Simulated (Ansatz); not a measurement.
# Two structures, one formula

The two ends of one reaction step of SnH4BrF, singlet (PBE0-D4/def2-TZVP).

A:

```
atom    x (Å)    y (Å)    z (Å)
 Sn1  -0.2884  -0.3543  -0.9098
 Br2   1.3662  -1.1975   0.7854
  H3  -0.2015  -1.4943  -2.1687
  H4  -1.7888  -0.3545  -0.1224
  H5   0.2694   1.1785  -1.3687
  H6   0.5955   0.7340   1.8812
  F7   0.0477   1.4883   1.9031
```

B:

```
7
angstrom
Sn -0.8584 0.1013 -0.7378
Br 2.7289 -0.5519 1.4428
H -0.7038 -1.5751 -0.9458
H -2.4573 0.6716 -0.7638
H 0.2397 1.0379 -1.6290
H 1.3718 -0.0749 1.5196
F -0.3210 0.3912 1.1140
```

Program: Ansatz 0.2.0. Basis: def2-TZVPP. Cores are frozen in the correlated methods. Filled d shells of the heavier atoms are correlated. Core potentials replace the inner electrons of the atoms past krypton. The def2 sets are not built for correlating such inner shells, so the correlated values are less sure here. B3LYP uses VWN-RPA correlation.

Q: Which structure is lower at CCSD(T), and by how much? (Judge from chemistry; the value comes from the calculation.)

A: Computed: A, by 0.523 eV (electronic energy, against the other). By their contacts, A is a complex of SnH₃Br ([Br][SnH3]) + HF and B is a complex of SnH₃F ([F][SnH3]) + HBr.

All methods give the same order:

```json
{"method": "SPW92", "E(B) − E(A) (eV)": "0.530"}
{"method": "PBE-D4", "E(B) − E(A) (eV)": "0.509"}
{"method": "BLYP-D4", "E(B) − E(A) (eV)": "0.409"}
{"method": "r2SCAN-D4", "E(B) − E(A) (eV)": "0.489"}
{"method": "B97M-V", "E(B) − E(A) (eV)": "0.399"}
{"method": "PBE0-D4", "E(B) − E(A) (eV)": "0.585"}
{"method": "B3LYP-D4", "E(B) − E(A) (eV)": "0.477"}
{"method": "r2SCAN0-D4", "E(B) − E(A) (eV)": "0.570"}
{"method": "BHLYP-D4", "E(B) − E(A) (eV)": "0.541"}
{"method": "CAM-B3LYP-D4", "E(B) − E(A) (eV)": "0.426"}
{"method": "wB97X-V", "E(B) − E(A) (eV)": "0.481"}
{"method": "wB97M-V", "E(B) − E(A) (eV)": "0.525"}
{"method": "B2PLYP", "E(B) − E(A) (eV)": "0.476"}
{"method": "PBE-QIDH", "E(B) − E(A) (eV)": "0.603"}
{"method": "RPA on PBE", "E(B) − E(A) (eV)": "0.454"}
{"method": "HF", "E(B) − E(A) (eV)": "0.541"}
{"method": "MP2", "E(B) − E(A) (eV)": "0.577"}
{"method": "CCSD", "E(B) − E(A) (eV)": "0.530"}
{"method": "CCSD(T)", "E(B) − E(A) (eV)": "0.523"}
```

T1 diagnostic: at most 0.012.

Labels in which every atom is bracketed show which atoms are joined, not bond orders.

For scale, one of the runs: CCSD(T)/def2-TZVPP, 185 basis functions (an equivalent command: `ansatz run in.yaml --threads 4`). The run took 69 s on 4 CPU threads (shared host), with 2.3 GiB of host memory at its peak.
